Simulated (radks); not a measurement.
Q: Si3+, configuration [He] 2s2 2p4 3s1 3d2 (not the ground configuration). Method: non-relativistic Kohn-Sham, PBE, spin-polarised, spherical densities, point nucleus; open shells are filled with parallel spins first; computed with a radial shooting solver on a logarithmic mesh with Libxc functionals. Some entries of the table are withheld. Estimate them.

| orbital | occ. | eigenvalue (hartree) | <1/r> (bohr^-1) |
|---|---|---|---|
| 1s up | 1 | -69.41000 | 13.57 |
| 1s down | 1 | -69.26657 | 13.59 |
| 2s up | 1 | -8.10553 | 2.734 |
| 2s down | 1 | -7.80263 | 2.708 |
| 2p up | 3 | -6.64324 | 2.652 |
| 2p down | 1 | -6.31233 | 2.628 |
| 3s up | 1 | -1.88846 | 0.8628 |
| 3p up | 0 | -1.53121 | 0.7939 |
| 3d up | 2 | -1.02487 | (1) |
| 4s up | 0 | -0.71505 | 0.3853 |

A: 
(1) 3d up <1/r> (bohr^-1): 0.6551
